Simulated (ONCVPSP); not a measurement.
## zinc: excitation energies, all-electron against ONCV

```json
{
  "Element": "Zn (Z = 30)",
  "Generator": "ONCVPSP 4.0.1",
  "Type": "optimised norm-conserving Vanderbilt (ONCV)",
  "Functional": "LDA (Perdew-Zunger)",
  "Relativity": "fully relativistic",
  "Frozen core": "[Ne]",
  "Valence charge": "20",
  "Reference configuration": "3s2 3p6 3d10 (charge +2)",
  "Partial waves": "3s: rc 0.90 bohr, ncon 3, nbas 7, qcut 14.9 1/bohr, 1 projector; 3p: rc 1.00 bohr, ncon 3, nbas 8, qcut 15.4 1/bohr, 1 projector; 3d: rc 1.20 bohr, ncon 3, nbas 8, qcut 11.4 1/bohr, 3 projectors, debl 1.4 Ha",
  "Local potential": "polynomial inside 0.70 bohr (lpopt 1, dvloc0 0 Ha)",
  "Core correction": "Teter function, fcfact 6, rcfact 1.75"
}
```

Open shells are filled in proportion to 2j + 1.

Energies are relative to the spin-unpolarised reference configuration 3s2 3p6 3d10; without spin polarisation the order of configurations can differ from experiment.

| valence configuration | charge | ΔE all-electron (eV) | error AE − PS (meV) |
| --- | --- | --- | --- |
| 3s2 3p6 3d10 4s2 | 0 | -28.960 | +224 |
| 3s2 3p6 3d10 4s1 | +1 | -18.769 | +142 |
| 3s2 3p6 3d9 | +3 | 40.890 | +42 |
| 3s2 3p6 3d9 4s2 | +1 | -10.754 | +438 |

Levels in the configuration 3s2 3p6 3d10 4s2:

```tsv
level	all-electron (eV)	pseudo (eV)
3s j=1/2	-128.588	-128.465
3p j=3/2	-82.232	-82.113
3p j=1/2	-85.310	-85.186
3d j=5/2	-10.279	-10.138
3d j=3/2	-10.637	-10.494
4s j=1/2	-6.225	-6.281
```
